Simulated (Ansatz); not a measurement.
A geometry relaxed with B3LYP-D3(BJ)/def2-TZVP (Ansatz, a program for electronic structure), charge 0, multiplicity 1:

```xyz
12

H      2.2931    -0.6764    -0.3576
C     -1.6446     0.1706    -0.3560
H     -2.0210     0.5005     0.6108
N      2.0270     0.0653     0.2642
H     -1.5621     1.0508    -0.9951
H     -2.3698    -0.5106    -0.8030
H     -0.4037    -1.4272     0.4015
H      0.1061    -0.8261    -1.1630
H      2.7426     0.5660     0.7636
C      0.7222     0.3594     0.5281
O      0.4044     1.2424     1.3009
C     -0.2942    -0.5147    -0.1943
```

Q: Write the SMILES of this molecule.

A: `CCC(N)=O`
